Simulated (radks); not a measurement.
The praseodymium ion Pr+, configuration [Kr] 4d10 4f3 5s2 5p5 6s1 6p1 (not the ground configuration). All-electron calculation, scalar-relativistic Kohn-Sham, SCAN, spin-polarised, spherical densities, finite nucleus; open shells are filled with parallel spins first (spin-orbit coupling, left out, can overturn this in heavy ions); meta-GGA in the generalised Kohn-Sham scheme; Fermi nuclear charge, rms radius 4.8919 fm. Program: a radial shooting solver on a logarithmic mesh with Libxc functionals. Some entries of the table are withheld. Estimate them.

orbital,occ.,eigenvalue (hartree),<r> (bohr)
1s up,1,-1539.473,0.02410
1s down,1,-1539.470,0.02410
2s up,1,-248.7623,0.1030
2s down,1,-248.7598,0.1030
2p up,3,-222.4836,0.09055
2p down,3,-222.4802,0.09054
3s up,1,-54.31948,0.2718
3s down,1,-54.28337,0.2717
3p up,3,-45.93176,0.2702
3p down,3,-45.89377,0.2700
3d up,5,-34.17805,0.2476
3d down,5,-34.14576,0.2474
4s up,1,-11.28874,0.6227
4s down,1,-11.18877,0.6227
4p up,3,-8.53541,0.6597
4p down,3,-8.43247,0.6595
4d up,5,-4.59473,0.7285
4d down,5,-4.48210,0.7276
5s up,1,-1.90254,(1)
5s down,1,-1.81870,(2)
5p up,3,-1.22084,1.716
5p down,2,-1.14345,1.731
4f up,3,-0.48630,1.093
6s up,1,-0.39865,3.770
6p up,1,-0.26129,4.512

Answer. 
(1) 5s up <r> (bohr): 1.484
(2) 5s down <r> (bohr): 1.508
